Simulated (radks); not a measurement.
Results of a calculation; reference values are marked as such.
Coulomb parameter of the 4d shell of the palladium ion Pd+ in the model configuration [Kr] 4d8 5s1, as a second difference U = [E(n + 0.5) + E(n - 0.5) - 2 E(n)] / (0.5)^2 with all orbitals relaxed. "Bare": the charge of the atom changes with n. "Screened": the 5s shell takes up the change at fixed total charge, which measures U(4d,4d) + U(5s,5s) - 2 U(4d,5s). Code: a radial shooting solver on a logarithmic mesh with Libxc functionals. Model: Dirac Kohn-Sham, LDA (Slater exchange, Perdew-Wang correlation), spin-unpolarised, spherical densities, finite nucleus; open shells are shared between the two j in proportion to 2j + 1; Fermi nuclear charge, rms radius 4.5318 fm.

| case | configuration | E - E(n) (eV) |
|---|---|---|
| start | [Kr] 4d8 5s1 | 0.000 |
| bare +0.5 | [Kr] 4d8.5 5s1 | -7.595 |
| bare -0.5 | [Kr] 4d7.5 5s1 | 10.678 |
| screened +0.5 | [Kr] 4d8.5 5s0.5 | -2.441 |
| screened -0.5 | [Kr] 4d7.5 5s1.5 | 2.946 |

U(bare) = 12.332 eV, U(screened by 5s) = 2.021 eV.
